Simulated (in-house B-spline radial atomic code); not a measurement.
Cl is squeezed into an impenetrable sphere of radius R (the orbitals vanish at R). No spin polarisation. Level of theory: non-relativistic Hartree-Fock, average of configuration, point nucleus; calculated with a radial B-spline atomic code at the basis-set limit.

Energies in eV above the free atom in [Ne] 3s2 3p5:

| R (bohr) | highest level (eV) | [Ne] 3s2 3p5 | [Ne] 3s1 3p5 3d1 | [Ne] 3s2 3p4 3d1 | -dE/dV in [Ne] 3s2 3p5 (GPa) |
| --- | --- | --- | --- | --- | --- |
| 7.84 | -13.8 | 0.005101 | 27.72 | 12.82 | 0.0127 |
| 6.04 | -13.6 | 0.1197 | 29.07 | 14.34 | 0.49 |
| 4.63 | -12.7 | 1.379 | 32.22 | 17.55 | 9.65 |
| 4.15 | -11.7 | 3.201 | 35.13 | 20.34 | 28.2 |
| 3.62 | -9.45 | 8.247 | 41.92 | 26.76 | 97.9 |
| 3.24 | -6.44 | 16.52 | 51.97 | 36.27 | 250 |
| 2.77 | 0.603 | 40.06 | 78.54 | 61.61 | 864 |
| 2.2 | 20.8 | 124.8 | 167.6 | 148 | 4610 |
| 1.77 | 59.4 | 317.9 | 360.5 | 338.1 | 20000 |
| 1.28 | 192 | 1082 | 1090 | 1070 | 157000 |

(1) Does [Ne] 3s1 3p5 3d1 fall below [Ne] 3s2 3p5 under compression?

(2) Does [Ne] 3s2 3p4 3d1 fall below [Ne] 3s2 3p5 under compression?

The highest level is first positive in the row R = 2.77 bohr, pushed up by confinement above the zero of the free ion's potential. Each configuration is held fixed and needn't be the lowest in the sphere.

Answers

(1) No, it stays above over the whole range.

(2) Yes, between R = 1.77 and 1.28 bohr the order changes (near 1.47 bohr by linear interpolation).
